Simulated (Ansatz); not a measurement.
Cl$_{2}$H$_{12}$N$_{2}$Si$_{5}$ (`[SiH3]N([SiH3])[Si](Cl)(Cl)N([SiH3])[SiH3]`), charge 0, multiplicity 1.

Problem. Give a relaxed structure at PBE0-D4/def2-TZVP (the Gaussian-basis code of Ansatz). (Best estimate.)

Solution. Computed: 
Z-matrix (Å, degrees):
```
Si
N 1 1.749
H 1 1.484 2 107.9
H 1 1.486 2 110.3 3 119.6
H 1 1.484 2 110.5 3 -120.0
Si 2 1.702 1 119.1 3 -2.1
Si 2 1.748 1 117.2 3 176.4
Cl 6 2.050 2 106.8 1 -177.5
Cl 6 2.050 2 111.2 1 65.8
N 6 1.702 2 113.4 1 -54.6
H 7 1.488 2 105.1 1 0.3
H 7 1.483 2 111.6 1 118.4
H 7 1.483 2 111.8 1 -118.2
Si 10 1.748 6 123.6 2 126.9
Si 10 1.749 6 119.1 2 -54.6
H 14 1.483 10 111.8 6 60.4
H 14 1.483 10 111.6 6 -63.1
H 14 1.488 10 105.1 6 178.8
H 15 1.484 10 110.5 6 -122.2
H 15 1.484 10 107.9 6 -2.2
H 15 1.486 10 110.3 6 117.4
```
Point group C2.
This is one stationary point; other conformers may exist.
